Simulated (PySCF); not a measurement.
Computed structure and properties of [Pb3]2+

System: [Pb3]2+ (triplet); start: released along the symmetry-breaking force (C2v). Method: PySCF 2.14.0, UKS PBE, Pb def2-SVP with ECP60; non-relativistic Hamiltonian with scalar-relativistic core potentials where named; density fitting; no spin-orbit coupling.

Input of the relaxation:

```python
mol = gto.M(atom='''
Pb     1.91906    -0.00052    -0.00000
Pb    -0.95906     1.72312     0.00000
Pb    -0.96000    -1.72260     0.00000''',
    basis={'Pb': 'def2-SVP'},
    ecp={'Pb': 'def2-SVP'},
    charge=2, spin=2)
mf = dft.UKS(mol, xc='PBE')
mf.grids.atom_grid = (50, 194)
mf = mf.density_fit()  # fitting sets: Pb def2-universal-JKFIT
mf.conv_tol = 1e-08; mf.max_cycle = 55
mf.kernel(dm0)  # dm0: converged density of the start geometry
# quasi-Newton relaxation in Cartesian coordinates to a largest gradient under 0.00045 Eh/bohr
```

Run from Python with OMP_NUM_THREADS=2; the lines above give its settings. Where DIIS fails, smearing, a level shift and second-order steps follow.
It took 21 s on 2 threads of Arm Neoverse V1, with other jobs on the host, from the converged density of the start.

Course of the relaxation:

```tsv
step	energy above end (eV)	largest force component within the symmetry (eV/Å)
0	0.1252	0.400
1	0.0853	0.337
2	0.0068	0.109
3	0.0017	0.077
4	0.0008	0.058
5	0.0000	0.003
```

Relaxed geometry (C2v):

```xyz
3

Pb    1.7135   -0.0006    0.0000
Pb   -0.8563    1.9296    0.0000
Pb   -0.8572   -1.9289    0.0000
```

```tsv
contact	Å
Pb3–Pb1	3.214
Pb2–Pb1	3.214
Pb3–Pb2	3.859
```

On the finer grid (75, 302):

```json
{
  "HOMO": "-13.59 eV",
  "LUMO": "-13.24 eV",
  "Dipole about the centre of mass": "1.67 D",
  "Spin squared": "2.098",
  "Set of Mulliken populations of Pb1 outside the core potential": "s 3.96, p 7.47, d 10.05",
  "D3(BJ) dispersion energy (not in the energies)": "-0.118 eV"
}
```

```csv
atom,Mulliken (e),Löwdin (e),spin (e)
Pb1,0.52,0.49,1.01
Pb2,0.74,0.75,0.49
Pb3,0.74,0.75,0.49
```

On the grid (50, 194), as all that follows. Harmonic modes: a minimum within the noise of the softest modes; lowest 44 cm⁻¹ (negative: unstable), highest 87 cm⁻¹, zero-point energy 0.011 eV.

One start shape was tried, so this needn't be the lowest isomer.

Open shells may have lower solutions than the one found.
